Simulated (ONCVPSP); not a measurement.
Configuration tests for Li (Z = 3) (ONCV)

| Property | Result |
| --- | --- |
| Element | lithium (Li) |
| Generator | ONCVPSP 4.0.1 |
| Type | optimised norm-conserving Vanderbilt (ONCV) |
| Functional | PBE |
| Relativity | scalar-relativistic |
| Frozen core | none |
| Valence charge | 3 |
| Reference configuration | 1s2 (charge +1) |
| Partial waves | 1s: rc 0.55 bohr, ncon 4, nbas 7, qcut 20.7 1/bohr, 2 projectors, debl 2.7 Ha; p scattering state at 0.04 Ha: rc 0.50 bohr, ncon 4, nbas 7, qcut 13.7 1/bohr, 1 projector; d scattering state at 0.21 Ha: rc 0.55 bohr, ncon 4, nbas 8, qcut 18.1 1/bohr, 2 projectors, debl 0.3 Ha |
| Local potential | polynomial inside 0.45 bohr (lpopt 5, dvloc0 6 Ha) |
| Core correction | none |

Energies are relative to the spin-unpolarised reference configuration 1s2; without spin polarisation the order of configurations can differ from experiment.

Q: Give the all-electron excitation energy and the error of the potential for: 1s2 2s1; 1s2 2s0.5; 1s2 2p1; 1s1 2s1.

A:

| valence configuration | charge | ΔE all-electron (eV) | error AE − PS (meV) |
| --- | --- | --- | --- |
| 1s2 2s1 | 0 | -5.296 | +0.1 |
| 1s2 2s0.5 | +0.5 | -3.248 | 0.0 |
| 1s2 2p1 | 0 | -3.509 | 0.0 |
| 1s1 2s1 | +1 | 63.111 | +43 |

Levels in the configuration 1s2 2p1:

```json
{"level": "1s", "all-electron (eV)": "-53.360", "pseudo (eV)": "-53.361"}
{"level": "2p", "all-electron (eV)": "-1.564", "pseudo (eV)": "-1.564"}
```

Note: ghosts flagged at negative energy: s at -58.1 eV; GHOST(+) flags only above 600 eV. A true bound ghost makes a file unfit for plane-wave use.
